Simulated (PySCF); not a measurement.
**Correlation energy of Sc (scandium, neutral)**

[Ar] 3d2 4s1, high-spin 4F determinant (an excited configuration). Calculation: PySCF 2.14, in aug-cc-pVTZ (8s7p5d3f2g, 93 functions); the non-relativistic Hamiltonian (point nucleus). Frozen: [Ar]; 3 electrons correlated.

| level | correlation energy (mhartree) |
| --- | --- |
| CCSD | -19.04 |
| (T) | -0.31 |
| CCSD(T) | -19.35 |

Diagnostics: T1 = 0.020, D1 = 0.0318, largest double amplitude 0.045.

Is a single reference adequate?

Yes: T1 lies below 0.03 and no double amplitude reaches 0.07.
